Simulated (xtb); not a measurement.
xtb input:

```bash
xtb mol.xyz --gfnff --opt tight --chrg 1 --uhf 0
```
mol.xyz:
```
2

Cd    -0.00000000    -0.00000000    -1.36031263
I      0.00000000     0.00000000     1.23198125
```

Which total energy does the run end on?

1.35197 Eh (GFN-FF).
